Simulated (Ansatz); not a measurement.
CH2FNSn (`N#[C][SnH2][F]`), relaxed with RKS PBE-D4/def2-SVP in Ansatz from a rough embedded geometry. The force threshold is 0.03 eV/Å; the program also tests the step.

The species carries charge 0 and has multiplicity 1. Sn: def2 effective core potential.

Start:

```xyz
6

N    -1.107   -1.542    1.940
C    -0.599   -0.864    1.058
Sn    0.266    0.344   -0.459
F     0.695    1.991    0.293
H    -0.929    0.561   -1.734
H     1.673   -0.490   -1.098
```

Problem. How much energy does the relaxation release, and in how many steps? (Estimate.)

Solution. Ansatz gave: 28.95 kJ/mol, in 3 steps.

Problem. Which bonds change most? (Estimate.)

Solution. Computed: Sn3–F4 from 1.861 to 1.954 Å; N1–C2 from 1.223 to 1.174 Å; Sn3–H5 from 1.760 to 1.715 Å; Sn3–H6 from 1.756 to 1.715 Å.

Problem. Give the relaxed structure. (Estimate.)

Solution. Ansatz gave: 
```xyz
6

N    -1.081   -1.507    1.917
C    -0.608   -0.873    1.050
Sn    0.242    0.270   -0.537
F     0.711    1.977    0.292
H    -0.977    0.599   -1.697
H     1.712   -0.465   -1.025
```
